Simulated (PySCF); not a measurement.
CH₄AlBCl, AlBCl₂H (calculated)

Computed with PySCF 2.14.0. Calculation on a computer-drawn molecule: the log of a Hartree-Fock and frozen-core CCSD(T) single point meant for a local Hartree-Fock minimum, with one planted fault or none, to be diagnosed. Offsets are logged minus clean, where the clean run is the same molecule without the fault. The reference is restricted for singlets and unrestricted otherwise, and also for a bond in bohr or an excited solution. Adding or removing an electron swaps singlet and doublet. The excited solution moves the top pair (singlet) or top alpha electron (doublet) to the lowest empty orbital. Highest occupied and lowest empty are orbital energies over both spins, largest force is the largest gradient component, triples share is (T) over the correlation energy, the T1 limit is 0.02 restricted and 0.045 unrestricted, electrons count all cores, a negative frequency is imaginary (commonest isotopes), and the dipole is about the centre of nuclear charge.

Common to all runs: meant charge 0; meant multiplicity 2; meant basis cc-pV(D+d)Z; logged SCF converged yes; possible faults no fault, one electron removed, one electron added, multiplicity raised by two, geometry at a saddle point, SCF held on an excited solution, minimal basis STO-3G, one bond length entered in bohr, all coordinates scaled.

(1) CH₄AlBCl

Logged structure:
```xyz
8
CH4AlBCl
B     -0.8593    -1.4726    -0.6560
Al    -0.8517     0.5418    -0.2662
C     -0.1137     1.4035     1.3219
Cl    -1.7482     1.7564    -1.7703
H     -0.8650    -2.6395    -0.8805
H     -0.8949     1.9442     1.8676
H      0.3436     0.6883     2.0125
H      0.6489     2.1399     1.0461
```

- logged electrons: 45
- logged basis functions: 94
- logged spin squared: 0.7621
- logged highest occupied: -8.1143 eV
- logged lowest empty: 0.079998 eV
- logged largest force: 0.01298 hartree/bohr
- logged dipole magnitude: 2.1799 debye
- logged SCF stable within its kind: no
- logged energy HF: -766.30086 hartree
- planted fault: SCF held on an excited solution
- HF energy offset from clean run: 9.402 kcal/mol

Drawn bonds:
```tsv
atom	other atom	order
1	2	1
2	3	1
2	4	1
1	5	1
3	6	1
3	7	1
3	8	1
```

Notes: coupled-cluster numbers left out as unreliable.

(2) AlBCl₂H

Logged structure:
```xyz
5
AlBCl2H
B      1.9932    -0.5492    -2.2702
Al     2.9180    -0.6189    -0.4612
Cl     2.9743     1.0769     0.7791
Cl     3.8302    -2.3902     0.2079
H      1.4690    -0.5030    -3.3325
```

- logged electrons: 53
- logged basis functions: 88
- logged spin squared: 0.7588
- logged highest occupied: -8.8889 eV
- logged lowest empty: 0.44518 eV
- logged largest force: 3.246e-05 hartree/bohr
- logged lowest frequency: 96.513 cm⁻¹
- logged T1 diagnostic: 0.011244
- logged D1 diagnostic: 0.031579
- logged triples share: 0.023478
- logged CC converged: yes
- logged dipole magnitude: 2.2629 debye
- logged SCF stable within its kind: yes
- logged energy HF: -1186.27484 hartree
- logged energy CCSD(T): -1186.71292 hartree
- planted fault: no fault
- HF energy offset from clean run: 0 kcal/mol
- CCSD(T) energy offset from clean run: 0 kcal/mol

Drawn bonds:
```tsv
atom	other atom	order
1	2	1
2	3	1
2	4	1
1	5	1
```
